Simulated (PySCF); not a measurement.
Computed with PySCF 2.14.0 with B3LYP-D3(BJ)/def2-TZVP. Gas-phase values, no solvent. B3LYP has the VWN-RPA correlation part, as in Gaussian. Excitations are Tamm–Dancoff values on a coarser integration grid. The basis has no diffuse functions, so Rydberg states are missing or too high.

Reference species (SMILES): `C=C=[SiH2]` (neutral, multiplicity 1).

```yaml
S1 excitation (TDA): 3.74 eV
HOMO: -6.06 eV
S1 oscillator strength: 0.000
```

Changed species: `C#C[SiH3]`.

**Question.** Predict the effect on the S1 excitation (TDA), HOMO and S1 oscillator strength.

**Answer.** the S1 excitation (TDA) increases by 2.35 eV, to 6.09 eV; the HOMO drops by 2.02 eV, to -8.08 eV; the S1 oscillator strength hardly moves.
